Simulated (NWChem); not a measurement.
**Correlation energy of FNa**

```xyz
2

Na     0.0000     0.0000    -0.8497
F      0.0000     0.0000     1.0385
```
Charge 0, spin multiplicity 1.

Program: NWChem. The geometry was optimised at PBE0/def2-SVP, a minimum by its harmonic frequencies.

Basis set: cc-pVTZ. Each correlation energy counts from its own Hartree-Fock reference.

The correlated methods keep 2 core orbitals frozen. The structure started from a generated list of species. No row is a measurement; the coupled-cluster row has its own basis-set and correlation limits.

| method | correlation energy (mHa) |
|---|---|
| CCSD(T) | … |
| CR-CCSD(T) | … |
| CR-CCSD[T] | -293.9 |
| MP2 | -288.9 |
| CCSD+T(CCSD) | -295.1 |
| SCS-MP2 | … |
| CCSD | -286.5 |

Problem. Complete the blanks.

Solution. 
- CCSD(T), correlation energy (mHa): -294.3
- CR-CCSD(T), correlation energy (mHa): -293.2
- SCS-MP2, correlation energy (mHa): -280.8
